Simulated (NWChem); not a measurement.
All runs are NWChem calculations. System: CH5AlO2, charge 0, spin multiplicity 1, at a geometry optimised with B3LYP/def2-SVP. The structure started from a generated list of species. Level: G0W0@PBE/def2-TZVP, RI basis def2-tzvp-rifit.

Job file:

```
start mol
memory heap 200 mb stack 700 mb global 1700 mb
geometry units angstroms nocenter noautoz noautosym
  Al     0.036578     0.035637     0.002833
  C     -1.433576    -1.223350    -0.134740
  H     -1.106712    -2.149283    -0.637933
  H     -2.280262    -0.808213    -0.703306
  H     -1.798439    -1.515858     0.864086
  O     -0.076257     1.529940    -0.815255
  H      0.560827     2.247516    -0.846880
  O      1.394960    -0.403400     0.938894
  H      2.200906     0.090342     1.106537
end
basis spherical
  * library def2-tzvp
end
basis "ri basis" bse spherical
  * library def2-tzvp-rifit
end
dft
  xc xpbe96 cpbe96
  iterations 100
  direct
  tolerances tight
end
task dft energy
gw
  method cdgw
  states alpha occ 4 vir 2
end
task dft gw
```

NWChem printed:

```
             Northwest Computational Chemistry Package (NWChem) 7.3.0
             --------------------------------------------------------

                                NWChem Input Module
                                -------------------

 Scaling coordinates for geometry "geometry" by  1.889725989
 (inverse scale =  0.529177249)

                             Geometry "geometry" -> ""
                             -------------------------

 Output coordinates in angstroms (scale by  1.889725989 to convert to a.u.)

  No.       Tag          Charge          X              Y              Z
 ---- ---------------- ---------- -------------- -------------- --------------
    1 Al                  13.0000     0.03657800     0.03563700     0.00283300
    2 C                    6.0000    -1.43357600    -1.22335000    -0.13474000
    3 H                    1.0000    -1.10671200    -2.14928300    -0.63793300
    4 H                    1.0000    -2.28026200    -0.80821300    -0.70330600
    5 H                    1.0000    -1.79843900    -1.51585800     0.86408600
    6 O                    8.0000    -0.07625700     1.52994000    -0.81525500
    7 H                    1.0000     0.56082700     2.24751600    -0.84688000
    8 O                    8.0000     1.39496000    -0.40340000     0.93889400
    9 H                    1.0000     2.20090600     0.09034200     1.10653700

 Effective nuclear repulsion energy (a.u.)     157.3518601907

            Nuclear Dipole moment (a.u.)
            ----------------------------
        X                 Y               Z
 ---------------- ---------------- ----------------
     0.0000037795     0.0000094486     0.0000094486


 Summary of "ao basis" -> "" (spherical)
 ------------------------------------------------------------------------------
       Tag                 Description            Shells   Functions and Types
 ---------------- ------------------------------  ------  ---------------------
 *                         def2-tzvp                  on all atoms

 new library libraries.bse/

 Summary of "ri basis" -> "" (spherical)
 ------------------------------------------------------------------------------
       Tag                 Description            Shells   Functions and Types
 ---------------- ------------------------------  ------  ---------------------
 *                      def2-tzvp-rifit               on all atoms

  pbe96 is a nonlocal functional; adding pw91lda local functional.

                                 NWChem DFT Module
                                 -----------------

 Summary of "ao basis" -> "ao basis" (spherical)
 ------------------------------------------------------------------------------
       Tag                 Description            Shells   Functions and Types
 ---------------- ------------------------------  ------  ---------------------
 Al                        def2-tzvp                13       37   5s5p2d1f
 C                         def2-tzvp                11       31   5s3p2d1f
 H                         def2-tzvp                 4        6   3s1p
 O                         def2-tzvp                11       31   5s3p2d1f

 Summary of "ao basis" -> "ao basis" (spherical)
 ------------------------------------------------------------------------------
       Tag                 Description            Shells   Functions and Types
 ---------------- ------------------------------  ------  ---------------------
 Al                        def2-tzvp                13       37   5s5p2d1f
 C                         def2-tzvp                11       31   5s3p2d1f
 H                         def2-tzvp                 4        6   3s1p
 O                         def2-tzvp                11       31   5s3p2d1f

            General Information
            -------------------
          SCF calculation type: DFT
          Wavefunction type:  closed shell.
          No. of atoms     :     9
          No. of electrons :    40
           Alpha electrons :    20
            Beta electrons :    20
          Charge           :     0
          Spin multiplicity:     1
          Use of symmetry is: off; symmetry adaption is: off
          Maximum number of iterations: 100
          This is a Direct SCF calculation.
          AO basis - number of functions:   160
                     number of shells:    66
          Convergence on energy requested:  1.00D-06
          Convergence on density requested:  1.00D-05
          Convergence on gradient requested:  5.00D-04

              XC Information
              --------------
          PerdewBurkeErnzerhof Exchange Functional  1.000
            Perdew 1991 LDA Correlation Functional  1.000 local
           PerdewBurkeErnz. Correlation Functional  1.000 non-local

             Grid Information
             ----------------
          Grid used for XC integration:  medium
          Radial quadrature: Mura-Knowles
          Angular quadrature: Lebedev.
          Tag              B.-S. Rad. Rad. Pts. Rad. Cut. Ang. Pts.
          ---              ---------- --------- --------- ---------
          Al                  1.25       88           9.0       590
          C                   0.70       49          11.0       434
          H                   0.35       45          12.0       434
          O                   0.60       49          11.0       434
          Grid pruning is: on
          Number of quadrature shells:   460
          Spatial weights used:  Erf1

          Convergence Information
          -----------------------
          Convergence aids based upon iterative change in
          total energy or number of iterations.
[...]
          HOMO/LUMO gap drops below (HL_TOL):  1.00D-02
          DIIS, if invoked, will attempt to extrapolate
          using up to (NFOCK): 10 stored Fock matrices.

                    Damping( 0%)  Levelshifting(0.5)       DIIS
                  --------------- ------------------- ---------------
          dE  on:    start            ASAP                start
          dE off:    2 iters        100 iters           100 iters

      Screening Tolerance Information
      -------------------------------
          Density screening/tol_rho:  1.00D-10
          AO Gaussian exp screening on grid/accAOfunc:  14
          CD Gaussian exp screening on grid/accCDfunc:  20
          XC Gaussian exp screening on grid/accXCfunc:  20
          Schwarz screening/accCoul:  1.00D-08

      Superposition of Atomic Density Guess
      -------------------------------------

 Sum of atomic energies:        -431.61381258

      Non-variational initial energy
      ------------------------------

 Total energy =    -432.825891
 1-e energy   =    -907.752385
 2-e energy   =     317.574634
 HOMO         =      -0.407729
 LUMO         =      -0.035359

   convergence    iter        energy       DeltaE   RMS-Dens  Diis-err    time
 ---------------- ----- ----------------- --------- --------- ---------  ------
 d= 0,ls=0.0,diis     1   -433.7170654387 -5.91D+02  8.89D-03  1.64D+00     5.1
 d= 0,ls=0.0,diis     2   -433.3421487597  3.75D-01  6.31D-03  5.29D+00     9.2
 d= 0,ls=0.0,diis     3   -433.8415330841 -4.99D-01  8.96D-04  1.37D-01    13.3
 d= 0,ls=0.0,diis     4   -433.8520295811 -1.05D-02  4.50D-04  1.22D-02    17.4
 d= 0,ls=0.0,diis     5   -433.8532768706 -1.25D-03  1.51D-04  1.96D-03    21.4
 d= 0,ls=0.0,diis     6   -433.8535269151 -2.50D-04  3.75D-05  7.22D-05    25.4
 d= 0,ls=0.0,diis     7   -433.8535328463 -5.93D-06  1.27D-05  2.25D-05    29.5
 d= 0,ls=0.0,diis     8   -433.8535347313 -1.88D-06  4.79D-06  2.44D-06    33.5
 d= 0,ls=0.0,diis     9   -433.8535349588 -2.28D-07  1.06D-06  8.89D-08    37.6

         Total DFT energy =     -433.853534958820
      One electron energy =     -913.017303868258
           Coulomb energy =      364.687910399423
    Exchange-Corr. energy =      -42.876001680646
 Nuclear repulsion energy =      157.351860190661

 Numeric. integr. density =       39.999997824391

     Total iterative time =     36.7s

                       DFT Final Molecular Orbital Analysis
                       ------------------------------------

 Vector   18  Occ=2.000000D+00  E=-2.675549D-01
              MO Center= -1.0D+00, -8.8D-01, -9.4D-02, r^2= 1.9D+00
   Bfn.  Coefficient  Atom+Function         Bfn.  Coefficient  Atom+Function
  ----- ------------  ---------------      ----- ------------  ---------------
    43      0.243960  2 C  px                 4      0.238947  1 Al s
    44      0.217027  2 C  py                46      0.195732  2 C  px
    15     -0.184238  1 Al px                47      0.171755  2 C  py
    16     -0.153613  1 Al py                 3     -0.133654  1 Al s
    49      0.128721  2 C  px                50      0.118378  2 C  py

 Vector   19  Occ=2.000000D+00  E=-2.628003D-01
              MO Center=  6.4D-01,  5.4D-01,  6.5D-02, r^2= 3.2D+00
   Bfn.  Coefficient  Atom+Function         Bfn.  Coefficient  Atom+Function
  ----- ------------  ---------------      ----- ------------  ---------------
   130      0.275395  8 O  py                92     -0.243185  6 O  px
   133      0.219684  8 O  py                95     -0.193041  6 O  px
    94     -0.185724  6 O  pz               131     -0.177885  8 O  pz
   136      0.154834  8 O  py                97     -0.149783  6 O  pz
   134     -0.144226  8 O  pz                98     -0.130568  6 O  px

 Vector   20  Occ=2.000000D+00  E=-2.607453D-01
              MO Center=  6.7D-01,  5.3D-01,  8.1D-02, r^2= 2.9D+00
   Bfn.  Coefficient  Atom+Function         Bfn.  Coefficient  Atom+Function
  ----- ------------  ---------------      ----- ------------  ---------------
    94      0.264788  6 O  pz               131     -0.265453  8 O  pz
    97      0.216377  6 O  pz               134     -0.216928  8 O  pz
   100      0.178198  6 O  pz               137     -0.178803  8 O  pz
   129      0.140589  8 O  px               130     -0.141249  8 O  py
    92     -0.133155  6 O  px                93      0.130679  6 O  py

 Vector   21  Occ=0.000000D+00  E=-3.408408D-02
              MO Center=  3.9D-01,  3.2D-01,  4.4D-02, r^2= 6.1D+00
   Bfn.  Coefficient  Atom+Function         Bfn.  Coefficient  Atom+Function
  ----- ------------  ---------------      ----- ------------  ---------------
     5      1.146632  1 Al s                 42     -1.143332  2 C  s
    91     -0.547754  6 O  s                128     -0.499428  8 O  s
    71      0.433657  3 H  s                 83      0.405645  5 H  s
   157      0.362237  9 H  s                120      0.356437  7 H  s
    77      0.255902  4 H  s                  4      0.173614  1 Al s

 Vector   22  Occ=0.000000D+00  E=-7.411178D-03
              MO Center= -6.3D-02, -1.4D-02, -2.2D-02, r^2= 4.4D+00
   Bfn.  Coefficient  Atom+Function         Bfn.  Coefficient  Atom+Function
  ----- ------------  ---------------      ----- ------------  ---------------
    20      0.651590  1 Al pz                18     -0.348899  1 Al px
    17      0.334450  1 Al pz                19      0.325430  1 Al py
    83     -0.225986  5 H  s                 71      0.222969  3 H  s
    15     -0.176090  1 Al px                16      0.169045  1 Al py
   100     -0.149873  6 O  pz               137     -0.146431  8 O  pz

 Vector   23  Occ=0.000000D+00  E= 2.531550D-02
              MO Center=  1.1D-01, -1.5D-01,  1.0D-01, r^2= 9.9D+00
   Bfn.  Coefficient  Atom+Function         Bfn.  Coefficient  Atom+Function
  ----- ------------  ---------------      ----- ------------  ---------------
    42      3.242662  2 C  s                  5     -1.489175  1 Al s
    18      1.070370  1 Al px                19      0.871664  1 Al py
    71     -0.802181  3 H  s                 83     -0.755582  5 H  s
   157      0.557637  9 H  s                128     -0.490187  8 O  s
    77     -0.431593  4 H  s                 49      0.419795  2 C  px

 center of mass
 --------------
 x =   0.06051036 y =   0.05340327 z =   0.00541868

 moments of inertia (a.u.)
 ------------------
         354.499292452512         -66.484439623149         -96.398662359026
         -66.484439623149         354.738682322408          90.050499754439
         -96.398662359026          90.050499754439         505.214888417259

     Multipole analysis of the density
     ---------------------------------

     L   x y z        total         alpha         beta         nuclear
     -   - - -        -----         -----         ----         -------
     0   0 0 0     -0.000000    -20.000000    -20.000000     40.000000

     1   1 0 0      0.491940      0.245968      0.245968      0.000004
     1   0 1 0      0.408642      0.204316      0.204316      0.000009
     1   0 0 1      0.046240      0.023115      0.023115      0.000009

     2   2 0 0    -20.688459    -86.728163    -86.728163    152.767866
     2   1 1 0      3.236531    -22.506823    -22.506823     48.250178
     2   1 0 1     -1.120847    -27.078379    -27.078379     53.035911
     2   0 2 0    -22.109756    -85.428624    -85.428624    148.747492
     2   0 1 1      1.893521     24.501023     24.501023    -47.108526
     2   0 0 2    -23.267405    -40.324003    -40.324003     57.380601

 Task  times  cpu:       37.6s     wall:       37.6s

                                NWChem Input Module
                                -------------------

                                 NWChem GW Module
                                 ----------------

                             ***********************
                             ***        GW       ***
                             ***********************

 Summary of "ri basis" -> "ri basis" (spherical)
 ------------------------------------------------------------------------------
       Tag                 Description            Shells   Functions and Types
 ---------------- ------------------------------  ------  ---------------------
 Al                     def2-tzvp-rifit             29      113   9s7p6d5f2g
 C                      def2-tzvp-rifit             22       76   8s6p4d3f1g
 H                      def2-tzvp-rifit              7       15   4s2p1d
 O                      def2-tzvp-rifit             22       76   8s6p4d3f1g

                 Memory Information
                 ------------------
          Available GA per process is          1699.8 MBs
          Available stack per process is        700.0 MBs
          Available heap per process is           0.0 MBs

          Peak memory in Initialization
              Peak GA per process is                 12.7 MBs
              Peak stack per process is               0.3 MBs
              Peak heap per process is               13.2 MBs
              Memory not in MA per process            0.0 MBs

          Peak memory in CDGW Calculation
              Peak GA per process is                 15.5 MBs
              Peak stack per process is               2.6 MBs
              Peak heap per process is                3.1 MBs
              Memory not in MA per process            0.0 MBs

          Computing 2-center integrals
          Computing Inverse Cholesky factor
          Computing 3-center integrals
          Computing Vxc

          Computing Sigma_x
          Computing W(iw) on the imaginary grid
          Solving quasiparticle equations

                  Alpha Orbitals
          State     Energy (eV)     Error (eV)
          -----------------------------------
@GW        17        -10.931           0.002
@GW        18        -10.464           0.002
@GW        19        -10.606           0.002
@GW        20        -10.478           0.002
@GW        21          1.485           0.002
@GW        22          2.177           0.001

     GW Timing Statistics
   ------------------------
   Init.   :          0.1s
     ERIs  :          2.0s
     Distr.:          0.0s
     Vxc   :          0.9s
   Vmo     :          0.0s
   iW      :          3.6s
   I_n     :          0.0s
   R_n     :          0.6s
   GW total:          7.2s

 Task  times  cpu:        7.2s     wall:        7.2s

 Total times  cpu:       44.9s     wall:       44.9s
```
